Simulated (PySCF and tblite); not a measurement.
The numbers below are computed, except where a source is named.
**Pyramidal inversion: stationary points, barriers and rates**

System: C6H8FN, numbered as in [CH:1]#[C:2][C@@H:3]1[CH2:4][C@H:5]([CH2:6][F:7])[NH:8]1.

Motion: pyramidal inversion at N8. Level: revPBE/pcSseg-1 + D3(BJ) on GFN2-xTB stationary points, with GFN2-xTB thermal terms. Rate constants are transition-state-theory values, counting equivalent paths, without tunnelling. Run with tblite and PySCF.

```
 point  symmetry  E(GFN2) kcal/mol  E(DFT) kcal/mol  ZPE change kcal/mol  lowest mode cm⁻¹  dipole D
 start        C1               0.0              0.0                 0.00                54      1.08
saddle        C1               5.5              5.1                -1.10              571i      1.56
   end        C1               1.7              0.3                -0.18                38      1.69
```

```json
{"Electronic barrier": "5.1 kcal/mol", "Barrier with zero-point energy": "4.0 kcal/mol", "ΔH‡ (298 K)": "4.0 kcal/mol", "ΔS‡ (298 K, symmetry apart)": "-0.1 cal/(mol K)", "Paths": "1 equivalent path", "End point": "a different minimum", "Mean lifetime of the start against this motion at 298 K": "130 ps", "Cost": "120 s on 1 thread of AMD EPYC 7R13, on a host shared with other jobs (rough), peak memory 0.74 GiB, launched as `OMP_NUM_THREADS=1 python ens_run.py task.json out`"}
```

| T/K | ΔG‡ kcal/mol | k s⁻¹ | ΔG kcal/mol | k back s⁻¹ |
| --- | --- | --- | --- | --- |
| 150 | 4.0 | 5×10⁶ | 0.0 | 5.7×10⁶ |
| 200 | 4.0 | 1.9×10⁸ | 0.0 | 2×10⁸ |
| 250 | 4.0 | 1.7×10⁹ | 0.0 | 1.8×10⁹ |
| 298 | 4.0 | 7.5×10⁹ | 0.0 | 7.3×10⁹ |
| 350 | 4.0 | 2.3×10¹⁰ | 0.0 | 2.2×10¹⁰ |
| 400 | 4.0 | 5.3×10¹⁰ | -0.1 | 5×10¹⁰ |
| 500 | 4.1 | 1.7×10¹¹ | -0.1 | 1.6×10¹¹ |

ΔG and ΔG‡ leave out symmetry numbers and mirror images; rates count paths: 1 out, 1 back.
